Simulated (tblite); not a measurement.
Compound: C5H12BN.
SMILES with atom numbers: `[CH2:1]=[C:2]([CH3:3])[BH:4][NH:5][CH2:6][CH3:7]` (hydrogens: H8, H9 on C1; H10, H11, H12 on C3; H13 on B4; H14 on N5; H15, H16 on C6; H17, H18, H19 on C7)

Computed with GFN2-xTB (tblite), gas phase: L-BFGS steps from a force-field or distance-geometry start until the largest atomic force falls under 0.01 eV/Å.

The end geometry, which sets the zero of energy:
```
atom  x, y, z in Å
C1     -2.7356    0.8427    0.8964
C2     -1.7913    0.3396    0.1037
C3     -2.1140    0.0652   -1.3425
B4     -0.3527    0.0305    0.6492
N5      0.6154   -0.4870   -0.1893
C6      1.9871   -0.8067    0.1277
C7      2.9651    0.0556   -0.6700
H8     -2.5436    1.0538    1.9352
H9     -3.7346    1.0667    0.5482
H10    -1.4570    0.6435   -1.9926
H11    -1.9693   -0.9911   -1.5699
H12    -3.1446    0.3281   -1.5756
H13    -0.0761    0.2269    1.7727
H14     0.4079   -0.6569   -1.1637
H15     2.1800   -1.8665   -0.0875
H16     2.1369   -0.6432    1.1964
H17     3.9895   -0.1946   -0.4071
H18     2.7944    1.1079   -0.4548
H19     2.8326   -0.1052   -1.7384
```

**Question.** These geometries come from the run, each turned onto the end geometry. Order them by energy, lowest first.
A.
```
atom  x, y, z in Å
C1     -2.4866    1.2502    0.7264
C2     -1.7144    0.4897   -0.0452
C3     -2.3434   -0.4059   -1.0779
B4     -0.1865    0.3076    0.2439
N5      0.6210   -0.3477   -0.6672
C6      1.9368   -0.9012   -0.4101
C7      2.9608    0.1421    0.0212
H8     -2.0630    1.8841    1.4879
H9     -3.5608    1.2950    0.6164
H10    -1.9964   -0.1450   -2.0762
H11    -2.0563   -1.4413   -0.8856
H12    -3.4276   -0.3214   -1.0563
H13     0.2602    0.6200    1.2836
H14     0.2701   -0.5601   -1.5873
H15     2.2934   -1.3995   -1.3150
H16     1.8420   -1.6478    0.3885
H17     3.9431   -0.3158    0.0948
H18     2.6948    0.5484    0.9902
H19     3.0028    0.9580   -0.6941
```
B.
```
atom  x, y, z in Å
C1     -2.6818    0.9446    0.8777
C2     -1.7989    0.3301    0.0925
C3     -2.1838   -0.0173   -1.3229
B4     -0.3664   -0.0302    0.6229
N5      0.6234   -0.4549   -0.2423
C6      1.9827   -0.8153    0.0886
C7      2.9996    0.0823   -0.6138
H8     -2.4349    1.2190    1.8901
H9     -3.6767    1.2072    0.5470
H10    -1.6259    0.6026   -2.0262
H11    -1.9559   -1.0615   -1.5356
H12    -3.2460    0.1463   -1.4969
H13    -0.1158    0.0466    1.7676
H14     0.4478   -0.5165   -1.2365
H15     2.1656   -1.8609   -0.1938
H16     2.1047   -0.7270    1.1702
H17     4.0050   -0.1711   -0.2905
H18     2.8067    1.1230   -0.3673
H19     2.9408   -0.0377   -1.6928
```
C.
```
atom  x, y, z in Å
C1     -2.5976    1.0537    0.8358
C2     -1.7801    0.3236    0.0803
C3     -2.2264   -0.0900   -1.2980
B4     -0.3561   -0.0851    0.5961
N5      0.6155   -0.5325   -0.2785
C6      1.9843   -0.8654    0.0405
C7      2.9625    0.1601   -0.5333
H8     -2.3167    1.3640    1.8279
H9     -3.5713    1.3774    0.4974
H10    -1.6773    0.4688   -2.0566
H11    -2.0354   -1.1508   -1.4549
H12    -3.2889    0.0996   -1.4440
H13    -0.0796   -0.0135    1.7344
H14     0.4376   -0.5889   -1.2720
H15     2.2306   -1.8614   -0.3513
H16     2.0808   -0.8933    1.1278
H17     3.9743   -0.0738   -0.2146
H18     2.7018    1.1544   -0.1772
H19     2.9321    0.1623   -1.6218
```
D.
```
atom  x, y, z in Å
C1     -2.4001    1.2780    0.6791
C2     -1.7112    0.3681   -0.0071
C3     -2.3610   -0.3103   -1.1861
B4     -0.2439    0.0034    0.4141
N5      0.6121   -0.6550   -0.4500
C6      2.0108   -0.9648   -0.2110
C7      2.8687    0.2993   -0.1379
H8     -1.9764    1.7726    1.5375
H9     -3.4077    1.5732    0.4193
H10    -1.8370   -0.0610   -2.1093
H11    -2.3208   -1.3925   -1.0628
H12    -3.4054   -0.0157   -1.2947
H13     0.1429    0.2895    1.4821
H14     0.3079   -0.8849   -1.3849
H15     2.3825   -1.6050   -1.0154
H16     2.1059   -1.5190    0.7292
H17     3.9248    0.0423   -0.1200
H18     2.6215    0.8602    0.7586
H19     2.6766    0.9310   -1.0024
```
E.
```
atom  x, y, z in Å
C1     -2.5154    1.1671    0.7637
C2     -1.7766    0.3045    0.0708
C3     -2.2983   -0.2273   -1.2386
B4     -0.3655   -0.1619    0.5821
N5      0.6262   -0.4915   -0.3208
C6      1.9929   -0.8639   -0.0396
C7      2.9710    0.2414   -0.4380
H8     -2.1812    1.5671    1.7065
H9     -3.4746    1.5239    0.4160
H10    -1.6087   -0.0032   -2.0521
H11    -2.4019   -1.3108   -1.1842
H12    -3.2688    0.2012   -1.4838
H13    -0.1257   -0.2301    1.7285
H14     0.4607   -0.4088   -1.3144
H15     2.2441   -1.7843   -0.5822
H16     2.0799   -1.0608    1.0299
H17     3.9914   -0.0581   -0.2147
H18     2.7432    1.1512    0.1120
H19     2.8974    0.4535   -1.5029
```

**Answer.** B (0.008 eV), C (0.014 eV), E (0.032 eV), D (0.088 eV), A (0.174 eV).

In the order of the answer:

```json
{"step": "160", "E above end (eV)": "0.008", "largest force (eV/Å)": "0.04", "rms force component (eV/Å)": "0.014", "rms distance from end (Å)": "0.129", "rms bond change (Å)": "0.001", "bond most changed (Å)": "C7–H19 -0.001"}
{"step": "143", "E above end (eV)": "0.014", "largest force (eV/Å)": "0.04", "rms force component (eV/Å)": "0.014", "rms distance from end (Å)": "0.244", "rms bond change (Å)": "0.000", "bond most changed (Å)": "C3–H11 -0.001"}
{"step": "115", "E above end (eV)": "0.032", "largest force (eV/Å)": "0.02", "rms force component (eV/Å)": "0.007", "rms distance from end (Å)": "0.439", "rms bond change (Å)": "0.001", "bond most changed (Å)": "C2–B4 +0.002"}
{"step": "83", "E above end (eV)": "0.088", "largest force (eV/Å)": "0.07", "rms force component (eV/Å)": "0.025", "rms distance from end (Å)": "0.712", "rms bond change (Å)": "0.003", "bond most changed (Å)": "N5–C6 +0.009"}
{"step": "20", "E above end (eV)": "0.174", "largest force (eV/Å)": "0.22", "rms force component (eV/Å)": "0.050", "rms distance from end (Å)": "0.878", "rms bond change (Å)": "0.003", "bond most changed (Å)": "N5–C6 +0.007"}
```

What follows is the cost of the whole relaxation. Hardware: Arm Neoverse V1, one thread, no GPU, on a shared host. Cost: 1.3 s of wall time.
